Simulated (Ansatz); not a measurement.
Calculated with Ansatz (gas phase, PBE0-D4/def2-TZVP geometries, no zero-point term in ΔE). CCSD(T)/CBS adds triple-zeta CCSD(T) − MP2 to the extrapolated MP2 energy (def2 sets, frozen cores). This one scheme is used for every species. Functionals use def2-TZVPP. B3LYP here is the variant with VWN-RPA as its local correlation; programs differ in this. HSE06 is defined as in plane-wave codes. def2 core potentials past Kr. For Br, Sn outer-core shells are correlated without core-valence functions, which leaves a few kJ/mol of doubt a bond. Scalar relativity is left out up to krypton. Each species was taken in one conformer, which may not be the lowest.

Consider the stannylene formation by 1,1-elimination: `[OH][SnH2][Br]` → H₂ + `[OH][Sn][Br]`.

`[OH][SnH2][Br]`:

Cartesian coordinates in Å:
```
O -0.104 -1.478 -0.477
Sn 0.204 0.427 -0.170
Br -1.580 1.216 1.361
H -0.206 -1.985 0.332
H 1.680 0.670 0.641
H 0.007 1.151 -1.688
```

H₂:

```xyz
2

H     0.240   -0.266   -0.104
H    -0.240    0.266    0.104
```

`[OH][Sn][Br]`:

Z-matrix (Å, degrees):
```
O
Sn 1 1.975
H 1 0.962 2 114.8
Br 2 2.517 1 94.6 3 179.9
```

```
             level  ΔE (kJ/mol)  difference from CCSD(T)/CBS
       LDA (SPW92)         -6.5                         14.8
            PBE-D4        -38.6                        -17.3
         revPBE-D4        -48.0                        -26.7
           BLYP-D4        -64.4                        -43.1
         r2SCAN-D4        -24.1                         -2.8
            B97M-V         -5.3                         16.0
          B3LYP-D4        -43.3                        -22.0
        r2SCANh-D4        -19.1                          2.2
        r2SCAN0-D4        -11.5                          9.8
          HSE06-D4        -17.4                          3.9
          BHLYP-D4        -19.2                          2.1
      CAM-B3LYP-D4        -21.7                         -0.4
           ωB97X-V         -6.6                         14.7
           ωB97M-V        -17.5                          3.8
            B2PLYP        -36.7                        -15.4
          PBE-QIDH         -6.3                         15.0
            revPBE        -53.2                        -31.9
              BLYP        -68.5                        -47.2
            r2SCAN        -24.8                         -3.5
              PBE0        -18.6                          2.7
             B3LYP        -46.4                        -25.1
           r2SCANh        -19.7                          1.6
           r2SCAN0        -12.3                          9.0
             HSE06        -19.1                          2.2
             BHLYP        -21.1                          0.2
         CAM-B3LYP        -23.6                         -2.3
           LC-ωPBE          7.2                         28.5
RPA@PBE/def2-TZVPP        -21.0                          0.3
      MP2/def2-SVP         -2.4                         18.9
     CCSD/def2-SVP         -3.8                         17.5
  CCSD(T)/def2-SVP         -7.1                         14.2
    MP2/def2-TZVPP        -25.8                         -4.5
   CCSD/def2-TZVPP        -10.6                         10.7
CCSD(T)/def2-TZVPP        -13.4                          7.9
     HF/def2-QZVPP         -3.7                         17.6
    MP2/def2-QZVPP        -30.7                         -9.4
SCS-MP2/def2-QZVPP        -28.8                         -7.5
      HF/CBS(def2)         -3.9                         17.4
     MP2/CBS(def2)        -33.7                        -12.4
    CCSD/CBS(def2)        -18.5                          2.8
       CCSD(T)/CBS        -21.3                            0
```

Largest T1 diagnostic among the species: 0.015.

Leaving LDA and LC-ωPBE aside and taking each functional with its dispersion term where it has one, the values spread over 59.1 kJ/mol, from BLYP-D4 to B97M-V. LDA lies +34.1 kJ/mol from PBE without D4. The D4 term adds +3.1 kJ/mol with B3LYP and +1.8 kJ/mol with PBE0; it sums over pairs of atoms, weighted by their polarisabilities, and B3LYP, whose exchange is more repulsive, gets the larger term. From r2SCAN to r2SCAN0 (25 % exact exchange), in def2-TZVPP and without D4, ΔE moves by +12.5 kJ/mol.
